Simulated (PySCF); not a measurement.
C₃H₃N₂, SMILES c1nc[nH][c]1, multiplicity 2. Atoms are numbered in the order given.

```xyz
8

C      1.1799     0.1827     0.0000
C      0.2455     1.1887     0.0000
N     -1.0000     0.6017     0.0000
C     -0.8153    -0.7032     0.0000
N      0.5166    -1.0134     0.0000
H      0.3847     2.2677     0.0000
H     -1.6010    -1.4598     0.0000
H      0.9391    -1.9351     0.0000
```
Charge 0, spin multiplicity 2.

Coordinates come from a r2SCAN-D4/def2-SVP optimisation. The isomer is the one that the SMILES or the coordinates give; other isomers of the formula were not compared.

Method: B3LYP/pcH-1 (PySCF).

Unrestricted Kohn–Sham, ⟨S²⟩ = 0.758. Hyperfine tensors hold the contact and dipolar terms, without spin-orbit corrections.

### Question
Estimate the hyperfine couplings. (Estimate from the structure and the level; the computed values follow.)

### Answer

```csv
nucleus,A(iso) (MHz),A(iso) (G),dipolar principal values (MHz)
13C no. 1,517.6,184.7,"-75.9, -55.5, 131.4"
13C no. 2,31.5,11.2,"-19.3, -3.5, 22.8"
14N no. 3,-2.8,-1.0,"-6.5, -5.2, 11.7"
13C no. 4,63.7,22.7,"-9.2, 0.1, 9.2"
14N no. 5,26.7,9.5,"-3.0, -1.1, 4.1"
1H no. 6,-1.0,-0.4,"-6.5, -3.7, 10.2"
1H no. 7,4.4,1.6,"-3.6, -0.2, 3.7"
1H no. 8,6.1,2.2,"-7.3, -6.1, 13.4"
```

### Question
And the g tensor (effective nuclear charges for spin-orbit coupling, GIAO)? (Estimate from the structure and the level; the computed values follow.)

### Answer
principal values 2.0015, 2.0022, 2.0026; isotropic 2.0021.
